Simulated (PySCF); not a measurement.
C2H6BF2N, SMILES N(B(F)F)CC. Atoms are numbered in the order given.

```xyz
12

C     -2.4719    -0.2942    -0.1633
C     -1.1167    -0.8332    -0.5906
N     -0.0925     0.1848    -0.6569
B      1.0033     0.3012     0.1971
F      1.2235    -0.5844     1.1663
F      1.8702     1.3028     0.0679
H     -2.4129     0.1636     0.8358
H     -2.8355     0.4743    -0.8645
H     -3.2230    -1.0982    -0.1315
H     -0.7762    -1.6000     0.1208
H     -1.2076    -1.3389    -1.5686
H     -0.2254     0.8985    -1.3633
```

The structure is a stationary point at PBE0-D3(BJ)/def2-SVP. This is a generated structure with no PubChem entry under its InChIKey; it may be hypothetical. The values are those of a single conformer.

Method: TDDFT-PBE/def2-SVPD (PySCF).

Vertical excitations. 

```
state  energy (eV)  λ (nm)      f                                                              main pairs
-----  -----------  ------  -----  ----------------------------------------------------------------------
S1            6.16     201  0.019                                                         HOMO→LUMO 100 %
S2            6.99     177  0.043                                                        HOMO→LUMO+1 95 %
S3            7.30     170  0.008                                      HOMO→LUMO+3 57 %, HOMO→LUMO+2 39 %
S4            7.44     167  0.029                    HOMO→LUMO+4 56 %, HOMO→LUMO+3 26 %, HOMO→LUMO+2 17 %
S5            8.11     153  0.183  HOMO→LUMO+4 32 %, HOMO→LUMO+2 28 %, HOMO→LUMO+5 18 %, HOMO→LUMO+3 12 %
S6            8.17     152  0.006                                                        HOMO−1→LUMO 98 %
S7            8.54     145  0.012                                                        HOMO→LUMO+5 77 %
S8            8.79     141  0.023                                                        HOMO→LUMO+6 88 %
S9            8.89     139  0.047                                                        HOMO−2→LUMO 92 %
S10           8.95     139  0.020                                                        HOMO→LUMO+7 94 %
T1            6.00     207      0                                                         HOMO→LUMO 100 %
T2            6.65     186      0   HOMO→LUMO+2 49 %, HOMO→LUMO+1 31 %, HOMO→LUMO+3 10 %, HOMO→LUMO+4 8 %
T3            6.91     180      0                                      HOMO→LUMO+1 68 %, HOMO→LUMO+2 24 %
T4            7.17     173      0                                      HOMO→LUMO+3 82 %, HOMO→LUMO+2 17 %
```
Triplets are in the Tamm–Dancoff approximation, which puts them higher than full response would, so one can lie above its singlet here.
